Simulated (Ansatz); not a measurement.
Gas-phase electronic energies from Ansatz, PBE0-D4/def2-TZVP geometries. CBS: MP2 limit from def2 TZ/QZ plus the TZ coupled-cluster correction, frozen cores. Functionals use def2-TZVPP. B3LYP here is the variant with VWN-RPA as its local correlation; programs differ in this. HSE06 is defined as in plane-wave codes. One conformer a species, not always the lowest.

`BC[SiH2]F` + `SC1=CC1` → `BC1=C(S)C1` + `C[SiH2]F`  (formal exchange of groups at a B–C bond)

```json
{"level": "LDA (SPW92)", "ΔE (kJ/mol)": "-53.6", "difference from CCSD(T)/CBS": "-12.4"}
{"level": "PBE-D4", "ΔE (kJ/mol)": "-54.9", "difference from CCSD(T)/CBS": "-13.7"}
{"level": "revPBE-D4", "ΔE (kJ/mol)": "-54.8", "difference from CCSD(T)/CBS": "-13.6"}
{"level": "BLYP-D4", "ΔE (kJ/mol)": "-58.8", "difference from CCSD(T)/CBS": "-17.6"}
{"level": "r2SCAN-D4", "ΔE (kJ/mol)": "-54.2", "difference from CCSD(T)/CBS": "-13.0"}
{"level": "B97M-V", "ΔE (kJ/mol)": "-56.6", "difference from CCSD(T)/CBS": "-15.4"}
{"level": "PBE0-D4", "ΔE (kJ/mol)": "-48.9", "difference from CCSD(T)/CBS": "-7.7"}
{"level": "B3LYP-D4", "ΔE (kJ/mol)": "-53.7", "difference from CCSD(T)/CBS": "-12.5"}
{"level": "r2SCAN0-D4", "ΔE (kJ/mol)": "-48.7", "difference from CCSD(T)/CBS": "-7.5"}
{"level": "HSE06-D4", "ΔE (kJ/mol)": "-49.5", "difference from CCSD(T)/CBS": "-8.3"}
{"level": "BHLYP-D4", "ΔE (kJ/mol)": "-48.3", "difference from CCSD(T)/CBS": "-7.1"}
{"level": "CAM-B3LYP-D4", "ΔE (kJ/mol)": "-47.4", "difference from CCSD(T)/CBS": "-6.2"}
{"level": "ωB97M-V", "ΔE (kJ/mol)": "-41.7", "difference from CCSD(T)/CBS": "-0.5"}
{"level": "B2PLYP", "ΔE (kJ/mol)": "-50.9", "difference from CCSD(T)/CBS": "-9.7"}
{"level": "PBE-QIDH", "ΔE (kJ/mol)": "-44.9", "difference from CCSD(T)/CBS": "-3.7"}
{"level": "PBE", "ΔE (kJ/mol)": "-54.8", "difference from CCSD(T)/CBS": "-13.6"}
{"level": "revPBE", "ΔE (kJ/mol)": "-55.2", "difference from CCSD(T)/CBS": "-14.0"}
{"level": "BLYP", "ΔE (kJ/mol)": "-59.0", "difference from CCSD(T)/CBS": "-17.8"}
{"level": "r2SCAN", "ΔE (kJ/mol)": "-54.0", "difference from CCSD(T)/CBS": "-12.8"}
{"level": "B3LYP", "ΔE (kJ/mol)": "-53.8", "difference from CCSD(T)/CBS": "-12.6"}
{"level": "r2SCANh", "ΔE (kJ/mol)": "-51.7", "difference from CCSD(T)/CBS": "-10.5"}
{"level": "r2SCAN0", "ΔE (kJ/mol)": "-48.5", "difference from CCSD(T)/CBS": "-7.3"}
{"level": "HSE06", "ΔE (kJ/mol)": "-49.3", "difference from CCSD(T)/CBS": "-8.1"}
{"level": "BHLYP", "ΔE (kJ/mol)": "-48.4", "difference from CCSD(T)/CBS": "-7.2"}
{"level": "CAM-B3LYP", "ΔE (kJ/mol)": "-47.2", "difference from CCSD(T)/CBS": "-6.0"}
{"level": "LC-ωPBE", "ΔE (kJ/mol)": "-36.5", "difference from CCSD(T)/CBS": "4.7"}
{"level": "HF/def2-SVP", "ΔE (kJ/mol)": "-44.5", "difference from CCSD(T)/CBS": "-3.3"}
{"level": "MP2/def2-SVP", "ΔE (kJ/mol)": "-48.1", "difference from CCSD(T)/CBS": "-6.9"}
{"level": "CCSD/def2-SVP", "ΔE (kJ/mol)": "-42.3", "difference from CCSD(T)/CBS": "-1.1"}
{"level": "CCSD(T)/def2-SVP", "ΔE (kJ/mol)": "-45.3", "difference from CCSD(T)/CBS": "-4.1"}
{"level": "HF/def2-TZVPP", "ΔE (kJ/mol)": "-43.5", "difference from CCSD(T)/CBS": "-2.3"}
{"level": "SCS-MP2/def2-TZVPP", "ΔE (kJ/mol)": "-44.0", "difference from CCSD(T)/CBS": "-2.8"}
{"level": "CCSD/def2-TZVPP", "ΔE (kJ/mol)": "-40.2", "difference from CCSD(T)/CBS": "1.0"}
{"level": "CCSD(T)/def2-TZVPP", "ΔE (kJ/mol)": "-42.7", "difference from CCSD(T)/CBS": "-1.5"}
{"level": "HF/def2-QZVPP", "ΔE (kJ/mol)": "-43.1", "difference from CCSD(T)/CBS": "-1.9"}
{"level": "MP2/def2-QZVPP", "ΔE (kJ/mol)": "-44.7", "difference from CCSD(T)/CBS": "-3.5"}
{"level": "SCS-MP2/def2-QZVPP", "ΔE (kJ/mol)": "-43.1", "difference from CCSD(T)/CBS": "-1.9"}
{"level": "HF/CBS(def2)", "ΔE (kJ/mol)": "-43.1", "difference from CCSD(T)/CBS": "-1.9"}
{"level": "MP2/CBS(def2)", "ΔE (kJ/mol)": "-44.2", "difference from CCSD(T)/CBS": "-3.0"}
{"level": "CCSD/CBS(def2)", "ΔE (kJ/mol)": "-38.8", "difference from CCSD(T)/CBS": "2.4"}
{"level": "CCSD(T)/CBS", "ΔE (kJ/mol)": "-41.2", "difference from CCSD(T)/CBS": "0"}
```

Largest T1 diagnostic among the species: 0.013.

At CCSD(T), def2-SVP lies −4.1 kJ/mol from the extrapolated value and def2-TZVPP −1.5 kJ/mol. From PBE to PBE0 (25 % exact exchange), in def2-TZVPP and without D4, ΔE moves by +6.1 kJ/mol. Leaving LDA and LC-ωPBE aside and taking each functional with its dispersion term where it has one, the values, not all of them listed here, spread over 17.8 kJ/mol, from BLYP-D4 to ωB97X-V.
